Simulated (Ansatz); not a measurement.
A nudged elastic band was laid between two geometries of BF3 + BrH (6 atoms, charge 0, multiplicity 1).

Theory: RKS PBE0/def2-SVP in Ansatz 0.2.0.

```json
{"movable images": "7", "climbing image": "yes", "spring": "5.0 eV/Å²", "optimiser": "quadratic models (default)", "start path": "through a guess of the saddle point", "force threshold": "0.05 eV/Å", "iteration limit": "60", "end points": "relaxed"}
```

Initial state:

```xyz
6
Properties=species:S:1:pos:R:3
B -0.006 0.346 -0.092
F -0.006 0.623 1.193
F 1.129 0.286 -0.745
F -1.143 0.205 -0.729
Br 0.092 -2.713 0.957
H 0.077 -2.032 2.208
```

Final state:

```xyz
6
Properties=species:S:1:pos:R:3
B 0.018 -0.481 -0.295
F 0.011 0.096 1.869
F 1.134 0.154 -0.553
F -1.139 0.082 -0.542
Br 0.079 -2.378 0.080
H 0.041 -0.757 2.234
```

(1) Which bonds break or form, and what moves?

(2) Give the energies along the band, and the barrier.

(3) What is the geometry of the highest image?

(4) What are the harmonic wavenumbers there?

Results:

(1) Bonds broken: B1–F2, Br5–H6. Bonds formed: B1–Br5, F2–H6. BF3 + BrH becomes BBrF2 + FH.

(2) It converged. The highest image is number 6 of 0 to 8, 1.13 eV above the first end and 0.35 eV above the last; the last end lies 0.78 eV above the first. A vibrational analysis at the climbing image gives one clearly imaginary mode, 831i cm⁻¹: a first-order saddle point. The orbitals stay closed-shell, which can raise the energy where a bond breaks towards radicals; this wasn't checked here.

```tsv
image	path coordinate (Å)	energy (eV)	B1–F2 (Å)	Br5–H6 (Å)	B1–Br5 (Å)
0	0.00	0.00	1.32	1.42	3.24
1	0.29	0.01	1.32	1.42	3.25
2	0.58	0.03	1.32	1.42	3.10
3	0.87	0.11	1.33	1.43	2.90
4	1.16	0.33	1.35	1.44	2.63
5	1.45	0.80	1.41	1.52	2.37
6	1.74	1.13	1.53	1.71	2.19
7	2.23	0.86	1.88	2.19	1.99
8	2.72	0.78	2.24	2.70	1.93
```

(3) 
```xyz
6
Properties=species:S:1:pos:R:3
B 0.012 -0.223 0.035
F 0.009 0.089 1.537
F 1.146 0.164 -0.514
F -1.149 0.092 -0.503
Br 0.081 -2.351 0.559
H 0.046 -1.054 1.678
```

(4) 831i, 206, 252, 377, 377, 466, 615, 718, 1048, 1148, 1478, 1596 cm⁻¹.

The run took 5.2 min on 2 threads of Arm Neoverse V1 (shared host), peak memory 0.21 GiB.
